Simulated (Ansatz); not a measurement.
A nudged elastic band was laid between two geometries of AlFH5NSi (9 atoms, charge 0, multiplicity 1).

Computed with RKS BLYP/def2-SVP (Ansatz).

```yaml
movable_images: 9
climbing_image: yes
spring: 5.0 eV/Å²
optimiser: quadratic models (default)
start_path: IDPP
force_threshold: 0.05 eV/Å
iteration_limit: 40
end_points: relaxed
```

Image 0:

```xyz
9
Properties=species:S:1:pos:R:3
N 0.619 1.808 -0.727
Al 0.768 0.052 -0.465
F 2.129 -0.692 -1.129
Si -0.885 -1.266 0.778
H -0.150 2.390 -0.382
H 1.289 2.386 -1.243
H -1.535 -2.304 -0.098
H -0.257 -1.988 1.940
H -1.977 -0.386 1.326
```

Image 10:

```xyz
9
Properties=species:S:1:pos:R:3
N 1.700 1.107 0.255
Al 0.487 0.234 -0.716
F 0.740 0.213 -2.384
Si -1.457 -0.897 0.259
H 1.683 1.208 1.273
H 2.522 1.584 -0.128
H -1.429 -2.377 -0.011
H -1.498 -0.709 1.753
H -2.748 -0.364 -0.302
```

Problem. What changes between the two ends?

Solution. No bond is made or broken. The dihedral N1–Al2–Si4–H7 goes from 117 to -118°. The two ends are copies of one structure, up to a mirror image or an exchange of like atoms.

Problem. What energy profile does the band end with?

Solution. The forces met the threshold. The highest image is number 5 of 0 to 10, 1.0 kJ/mol above the ends, which have the same energy within 2 meV. A vibrational analysis at the climbing image gives one clearly imaginary mode, 77i cm⁻¹: a first-order saddle point.

```csv
image,path coordinate (Å),energy (kJ/mol),dihedral N1–Al2–Si4–H7 (°)
0,0.00,0.0,117
1,0.41,0.1,130
2,0.82,0.3,143
3,1.23,0.6,155
4,1.64,0.9,168
5,2.05,1.0,180
6,2.47,0.9,-168
7,2.88,0.6,-156
8,3.29,0.3,-143
9,3.70,0.1,-131
10,4.11,0.0,-118
```

Problem. What is the geometry of the highest image?

Solution. 
```xyz
9
Properties=species:S:1:pos:R:3:forces:R:3
N 1.229 1.636 -0.069 -0.02 -0.01 0.01
Al 0.600 0.079 -0.665 0.00 -0.01 -0.01
F 1.315 -0.528 -2.068 0.00 0.01 0.01
Si -1.202 -1.168 0.446 0.02 0.01 -0.01
H 0.895 2.124 0.767 0.00 0.00 0.00
H 1.979 2.178 -0.510 0.00 -0.01 -0.01
H -1.526 -2.438 -0.285 -0.01 -0.02 -0.01
H -0.827 -1.533 1.856 0.01 0.00 0.02
H -2.463 -0.351 0.528 -0.01 0.01 0.00
```

Time of the run: 3.6 min on 1 thread of Arm Neoverse N1, with other jobs on the host, peak memory 0.13 GiB.
